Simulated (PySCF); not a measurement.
Dipole response of Mn (manganese, neutral)

[Ar] 3d5 4s2, high-spin 6S determinant. All numbers are calculated (PySCF 2.14, scalar relativity by spin-free X2C-1e, in aug-cc-pwCVTZ-DK with one added diffuse shell each of s, p, d, f, g type (11s10p8d5f4g, 152 functions)). Coupled (time-dependent) response in atomic units; α is the mean over directions.

| method | mean α (bohr³) | C₆ (like pair) | S(−4) |
| --- | --- | --- | --- |
| UHF | 101.4 | 1004 | 13260 |

S(−4) is the Cauchy moment in α(ω) = α(0) + S(−4) ω² + …

Reference α: 68 ± 9 bohr³ (recommended; Schwerdtfeger and Nagle, table of static dipole polarizabilities (2023 update)). Published C₆: 552.0 (Chu and Dalgarno (2004); Tang, Norbeck and Certain (1976)).

Hartree-Fock lies above the reference because it lacks correlation, which contracts the outer shell.

α(iu) at UHF:

| u (hartree) | α(iu) (bohr³) |
| --- | --- |
| 0 | 101.4 |
| 0.0500 | 82.99 |
| 0.100 | 61.40 |
| 0.200 | 33.06 |
| 0.300 | 19.85 |
| 0.500 | 9.759 |
| 0.750 | 5.570 |
| 1.00 | 3.796 |
| 1.50 | 2.242 |
| 2.00 | 1.538 |
| 3.00 | 0.8802 |
| 5.00 | 0.4082 |

A single London oscillator, α(iu) = α/(1 + u²/ω²), gives C₆ = (3/4) ω α². Matching the computed C₆ needs ω = 4 × 1004 / (3 × 101.4²) = 0.130 hartree.
